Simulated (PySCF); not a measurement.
## Structure from 2D NMR

Compound of formula C₆H₇BOS₂. Correlations simulated from computed shifts and the bond graph:

HSQC (one-bond C–H):
```
  δH     δC
7.36  147.8
6.40  117.0
6.37  115.6
4.50   59.7
3.48   44.9
2.86   44.9
```

COSY cross peaks (H two or three bonds apart, from the bond graph; peaks can be absent where the dihedral angle is near 90°):
```
  δH    δH
7.36  6.40
6.40  6.37
4.50  3.48
4.50  2.86
3.48  2.86
```

HMBC (two and three bonds, from the bond graph):
```
  δH                         δC
7.36        155.1, 117.0, 115.6
6.49                 59.7, 44.9
6.40        155.1, 147.8, 115.6
6.37  155.1, 147.8, 117.0, 59.7
4.50         155.1, 115.6, 44.9
3.48                155.1, 59.7
2.86                155.1, 59.7
```

Carbons without hydrogens: δ 155.1.

One conformer, isolated molecule, non-relativistic Hamiltonian. Geometry from PBE0-D3(BJ)/def2-SVP; σ from GIAO-B3LYP/pcSseg-1; PySCF.

Scale: TMS for ¹H and ¹³C (reference shieldings calculated alike).

Exchangeable hydrogens are left out of these lists.

Question: Assemble the structure.

Answer: `c1ccc([C@H]2CSBS2)o1`.

Mapped SMILES: `[BH:1]1[S:2][CH2:3][C@H:4]([c:5]2[cH:6][cH:7][cH:8][o:9]2)[S:10]1` (H(Xn): hydrogen on atom n). Ha(C3) is cis to C5 on the ring; Hb(C3) is trans to C5 on the ring.

1. δC 155.1 is C5, a substituted aromatic carbon next to the ring oxygen.
2. δC 147.8 is C8, an aromatic CH next to the ring oxygen (δH 7.36).
3. δC 117.0 is C7, an aromatic CH (δH 6.40).
4. δC 115.6 is C6, an aromatic CH (δH 6.37).
5. δC 59.7 is C4, an sp3 CH bonded to S, on an aromatic ring (δH 4.50).
6. δC 44.9 is C3, an sp3 CH2 bonded to S (δH 2.86, 3.48).
7. HMBC from δH 7.36 reaches the proton-free carbon C5.
8. HMBC from δH 6.40 reaches the proton-free carbon C5.
9. HMBC from δH 6.37 reaches the proton-free carbon C5.
10. HMBC from δH 4.50 reaches the proton-free carbon C5.
11. COSY links 7.36–6.40, 6.40–6.37, 4.50–3.48, 4.50–2.86, 3.48–2.86.

The data come from this structure; uniqueness wasn't tested.

Hydrogens on boron are broadened and split by ¹¹B (spin 3/2, 80 %) and 10B (spin 3). Shifts are as computed. Against solution values, carbons near 30 ppm lie about +2 ppm off and those near 130 ppm about +6 ppm. Of 1211 compounds with measured shifts, 218 miss one by over three times the rms of a fit or turn the order of signals round; such compounds aren't used in these exercises.
